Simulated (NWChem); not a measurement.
System: GaNH₄O; SMILES [NH2][GaH][OH]

```xyz
7

Ga    -0.3328    -0.0211    -0.0001
H     -1.8806    -0.0948     0.0005
O      0.5749    -1.5608    -0.0001
H      1.5327    -1.4744     0.0017
N      0.6099     1.5252    -0.0004
H      1.6198     1.5941     0.0006
H      0.1754     2.4395     0.0030
```
Atoms are numbered in this order, from 1.

All runs: NWChem. Pople sets run with spherical d functions. Coordinates come from a PBE0/def2-SVP optimisation. Ions are spin-unrestricted doublets at the neutral geometry; other ion states weren't tried. Functional: LC-ωPBE (HJS hole) with 6-31G*; rows give the range parameter ω in 1/bohr.

**Question.** At which range parameter does −ε(HOMO) equal the ΔSCF ionisation energy (optimal tuning)?

**Answer.** about 0.37 per bohr, by linear interpolation in these runs:
| range parameter (1/bohr) | vertical ionisation energy, ΔSCF (eV) | −ε(HOMO) (eV) | ΔSCF minus −ε(HOMO) (eV) |
|---|---|---|---|
| 0.20 | 9.54 | 8.36 | 1.18 |
| 0.25 | 9.65 | 8.86 | 0.79 |
| 0.30 | 9.74 | 9.30 | 0.44 |
| 0.40 | 9.82 | 10.02 | -0.20 |
| 0.80 | 9.78 | 11.36 | -1.58 |
